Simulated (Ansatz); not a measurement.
`[SiH3][CH2][SnH3]`, charge 0, multiplicity 1.

Question: Give a relaxed structure at PBE0-D4/def2-TZVP (the Gaussian-basis code of Ansatz). (Estimate.)

Answer: The calculation gave: 
Cartesian coordinates in Å:
```
Si 0.959 1.358 0.203
C -0.162 0.010 0.836
Sn -0.846 -1.339 -0.691
H 1.407 2.267 1.294
H 0.250 2.175 -0.821
H 2.166 0.765 -0.434
H 0.355 -0.587 1.592
H -1.047 0.445 1.308
H 0.496 -2.106 -1.417
H -1.866 -2.520 0.005
H -1.713 -0.467 -1.876
```
Point group Cs.
This is one stationary point; other conformers may exist.
